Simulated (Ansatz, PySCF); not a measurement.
Energy difference 4 R1 + R2 → 2 P1 + 2 P2 + P3, each structure at its B3LYP-D3(BJ)/def2-TZVP stationary point, reached from a drawn start (curvature not checked).
P1, CH4 (SMILES C) (charge 0, multiplicity 1, Z-matrix in Å and degrees):
```
C
H 1 1.0893
H 1 1.0893 2 109.47
H 1 1.0893 2 109.47 3 -120.00
H 1 1.0893 2 109.47 3 120.00
```
R1: H2 (SMILES [H][H]), charge 0, multiplicity 1.
P2: HCl (SMILES Cl), charge 0, multiplicity 1.
P3: SiH4 (SMILES [SiH4]), charge 0, multiplicity 1.
R2: C2H6Cl2Si (SMILES C[Si](C)(Cl)Cl), charge 0, multiplicity 1.

P less R. No zero-point or thermal terms.

Cores are frozen in the correlated methods.

Codes used: Ansatz (a first-principles code) with Gaussian orbitals; PySCF for the D3/D4 terms. Each number belongs to the level named beside it.

```tsv
level	reaction energy (kcal/mol)
SVWN5/def2-TZVPP	29.51
revPBE/def2-TZVPP	24.14
revPBE-D3(BJ)/def2-TZVPP	33.23
B3LYP/def2-TZVPP	20.35
PBE0/def2-TZVPP	25.14
PBE0-D3(BJ)/def2-TZVPP	29.29
BHLYP/def2-TZVPP	19.31
CAM-B3LYP-D4/def2-TZVPP	___
SCS-MP2/cc-pV(D+d)Z	___
```

Problem. What belongs in the gaps?

Solution. 
- CAM-B3LYP-D4/def2-TZVPP, reaction energy (kcal/mol): 25.31
- SCS-MP2/cc-pV(D+d)Z, reaction energy (kcal/mol): 16.28
